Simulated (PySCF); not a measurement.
Telling isomers of C5H8ClNO apart by NMR

- shielding tensors at PBE0/pcSseg-1 (GIAO)
- structure optimised with GFN2-xTB
- code: PySCF
- averaged over atoms made equivalent by symmetry, fast rotation or ring inversion, no solvent model, one conformer, no relativistic terms

Scale: ¹H (31.72 ppm) and ¹³C (186.93 ppm) against TMS (reference shieldings calculated alike). Where no couplings were computed, multiplicities follow the n + 1 count of equivalent neighbours, and m marks all less simple cases (inequivalent or close neighbours, rings, F or P nearby). Acid and N–H amide carbonyl carbons lie up to 10 ppm further downfield in solution (hydrogen bonding). Shifts are as computed. Against solution values, carbons near 30 ppm lie about +3 ppm off and those near 130 ppm about +5 ppm; carbons on Cl a further +6 ppm. Of 1211 compounds with measured shifts, 218 miss one by over three times the rms of a fit or turn the order of signals round; such compounds aren't used in these exercises. Carbons bonded to Cl come out too deshielded. OH and NH positions are gas-phase values without hydrogen bonding to other molecules.

(1) Tabulate the signals of `C=C(Cl)NC(=O)CC`, `CC(=O)N/C=C\CCl` and their relative energies.

(2) What is the quickest way to tell C=C(Cl)NC(=O)CC from CC(=O)N/C=C\CCl?

Answers

(1) 
| SMILES | carbon types | δC | δH | E rel. (kcal/mol) |
| --- | --- | --- | --- | --- |
| C=C(Cl)NC(=O)CC | 2×C 2×CH2 1×CH3 | 172.3, 138.6, 102.4, 32.8, 10.0 | 6.76 (br s, 1H), 6.04 (br, 1H), 5.02 (br s, 1H), 2.18 (q, 2H), 1.20 (t, 3H) | 3.8 |
| CC(=O)N/C=C\CCl | 1×C 2×CH 1×CH2 1×CH3 | 167.4, 137.6, 103.5, 46.8, 24.6 | 7.39 (br, 1H), 7.38 (m, 1H), 5.13 (m, 1H), 4.24 (d, 2H), 2.07 (s, 3H) | 0.0 |

Energies are electronic energies at PBE0/pcSseg-1 on these geometries, without zero-point or thermal terms, each for the one conformer computed, which needn't be the lowest.

(2) Both give the same number of carbon signals, but DEPT or the intensities differ. The first has a β carbon of an enol-ether or enamine type C=C (CH2) at 102.4 ppm, the second an alkene carbon bearing nitrogen (CH) at 137.6 ppm. Their most deshielded carbons lie at 172.3 and 167.4 ppm. In the proton spectra the most deshielded non-exchanging signals are 6.76 (br s, 1H) and 7.38 (m, 1H).
